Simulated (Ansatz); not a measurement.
(BeO)2 ring (Be₂O₂). The state is a singlet with charge 0. Geometry relaxed at PBE-D4/def2-TZVP.

```xyz
4

Be   -0.547    0.255   -0.625
O    -0.919   -0.542    0.584
Be    0.547   -0.255    0.625
O     0.919    0.542   -0.584
```

(1) Estimate the harmonic wavenumbers at RKS PBE-D4/def2-TZVP (Ansatz, unscaled). Is this a minimum?

## Answers

(1) 503, 793, 834, 868, 1108, 1166 cm⁻¹. Yes, no mode is imaginary beyond noise. Zero-point energy 31.5 kJ/mol. Hardware: 4 threads of AMD EPYC 7B13 on a shared host. Wall time 7 s.
